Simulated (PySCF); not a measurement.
**Name the molecule from its bond curve**

A diatomic of charge 0 contains Tl. Its quartet curve at PBE0 in a triple-zeta basis (scalar-relativistic core potentials, PySCF), in eV from the separated fragments:

(R (Å), E (eV)): (1.961, -2.185), (2.052, -2.516), (2.143, -2.697), (2.212, -2.759), (2.280, -2.776), (2.348, -2.756), (2.440, -2.690), (2.554, -2.562), (2.690, -2.369), (2.873, -2.086)

The fit gives ωe = 431 cm⁻¹ and the rotational constant Bₑ = 0.2876 cm⁻¹.

Question: Which atom is the partner?

Answer: The minimum lies at 2.274 Å, so the reduced mass is 16.8576 u Å² cm⁻¹/(Bₑ·Re²) = 11.34 u. With Tl at 204.97 u the partner weighs about 12.0 u: C. The molecule is TlC.

These are scalar-relativistic numbers at best; spin–orbit coupling would shift them, the dissociation energy most. The state was picked by a PBE0 search and need not be the measured ground state.
